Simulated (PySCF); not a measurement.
This PySCF input asks for the NMR shieldings of `CC(=O)N1[SiH2]CN[Si@H]1C`, C4H12N2OSi2; the geometry comes from GFN2-xTB.

```python
import basis_set_exchange as bse
import numpy as np
from pyscf import gto, dft
from pyscf.prop import nmr

atoms = """
C     2.316704    1.005968    0.891838
C     1.498679   -0.236745    1.099932
O     1.760325   -1.082413    1.945270
N     0.422159   -0.437623    0.331974
Si   -0.347821   -1.950781    0.790328
C    -1.736998   -1.827373   -0.526473
N    -1.719525   -0.484044   -1.080362
Si   -0.288414    0.447379   -0.995569
C    -0.690052    2.259003   -0.626490
H     3.211372    0.962267    1.507023
H     1.725199    1.873806    1.174223
H     2.586952    1.098348   -0.156941
H    -0.879531   -1.852572    2.143176
H     0.527342   -3.080443    0.506472
H    -2.721410   -2.021143   -0.094028
H    -1.592175   -2.574530   -1.315124
H    -2.417158   -0.325262   -1.789896
H     0.661437    0.335610   -2.122100
H     0.200786    2.875950   -0.671515
H    -1.385666    2.643392   -1.364362
H    -1.141127    2.388148    0.352151
"""
names = dict.fromkeys(["C", "O", "N", "Si", "H"], "pcSseg-1")
basis = {el: gto.basis.parse(bse.get_basis(n, elements=[el], fmt="nwchem")) for el, n in names.items()}
mol = gto.M(atom=atoms, basis=basis, charge=0, verbose=0)
mf = dft.RKS(mol, xc="PBE0")
mf.grids.level = 2
mf.grids.alignment = dft.numint.BLKSIZE   # the property module wants whole blocks of grid points
mf.conv_tol = 1e-9
mf.kernel()

calc = nmr.RKS(mf)   # GIAO
C = mf.mo_coeff
Co = C[:, mf.mo_occ > 0]
resp = mf.gen_response(singlet=True, hermi=2)
def vind(x):   # induced exchange potential for any number of trial vectors
    d = np.einsum("pi,xij,qj->xpq", C, 2 * x.reshape(-1, C.shape[1], Co.shape[1]), Co, optimize=True)
    return np.einsum("xpq,pi,qj->xij", resp(d - d.transpose(0, 2, 1)), C, Co, optimize=True).ravel()
mo1, _ = nmr.rhf.solve_mo1(calc, with_cphf=vind)
sigma = calc.kernel(mo1)
for i, s in enumerate(sigma):   # ppm
    w = np.linalg.eigvalsh((s + s.T) / 2)
    print("%2d %-2s iso %8.1f  s11 %8.1f  s22 %8.1f  s33 %8.1f" % (i, mol.atom_pure_symbol(i), w.mean(), *w))
```

**Question.** Give the expected output.

**Answer.** 
```
 0 C  iso    161.6  s11    139.5  s22    154.1  s33    191.1
 1 C  iso      5.4  s11    -74.4  s22     -9.7  s33    100.5
 2 O  iso   -146.8  s11   -405.1  s22   -246.5  s33    211.2
 3 N  iso    135.7  s11     44.3  s22    146.9  s33    216.0
 4 Si iso    388.3  s11    367.7  s22    378.7  s33    418.5
 5 C  iso    158.9  s11    138.4  s22    146.8  s33    191.7
 6 N  iso    241.8  s11    192.1  s22    241.8  s33    291.6
 7 Si iso    368.6  s11    320.7  s22    370.8  s33    414.4
 8 C  iso    185.0  s11    176.0  s22    184.0  s33    194.9
 9 H  iso     29.5  s11     25.1  s22     27.7  s33     35.8
10 H  iso     29.5  s11     25.2  s22     30.5  s33     32.8
11 H  iso     29.7  s11     26.0  s22     30.1  s33     33.1
12 H  iso     26.7  s11     23.1  s22     24.6  s33     32.5
13 H  iso     26.7  s11     23.1  s22     24.6  s33     32.5
14 H  iso     29.0  s11     23.9  s22     27.0  s33     36.1
15 H  iso     29.1  s11     23.4  s22     27.1  s33     36.7
16 H  iso     31.6  s11     21.0  s22     30.3  s33     43.4
17 H  iso     26.2  s11     23.2  s22     23.9  s33     31.6
18 H  iso     31.6  s11     27.0  s22     29.7  s33     38.0
19 H  iso     31.5  s11     27.1  s22     29.2  s33     38.2
20 H  iso     31.5  s11     27.8  s22     29.1  s33     37.6
```

These numbers come from an equivalent density-fitted implementation of the same equations, which agrees with the script to about 0.01 ppm for H and up to a few tenths of a ppm for heavy atoms, so last digits may differ.

**Question.** Turn these shieldings into chemical shifts. Referencing at the same level of theory: TMS for ¹³C (σ = 186.93 ppm) and ²⁹Si (σ = 349.16 ppm) and ¹H (σ = 31.72 ppm); ¹⁷O (σ = 336.08 ppm) vs H2O; NH3 for ¹⁵N (σ = 267.73 ppm).

**Answer.** Averaging equivalent atoms: C 1: 181.5; C 5: 28.0; C 0: 25.4; C 8: 1.9; O 2: 482.9; N 3: 132.0; N 6: 25.9; Si 7: -19.5; Si 4: -39.1; H 17: 5.50; H 12: 5.02; H 13: 4.97; H 14: 2.73; H 15: 2.66; H 9/10/11: 2.13; H 18/19/20: 0.19; H 16: 0.15 ppm. Unscaled 17O shifts of doubly bonded oxygen tend to come out too high, by tens of ppm or more. Experimental scales use liquid or dissolved standards, which lie at an offset from isolated NH3 (liquid NH3: subtract about 20 ppm) and H2O (liquid H2O: subtract about 36 ppm).

Size and cost of the density-fitted run: 227 basis functions, 69 s wall time on 1 thread of an Arm Neoverse V1, shared host; peak memory 1.1 GiB.
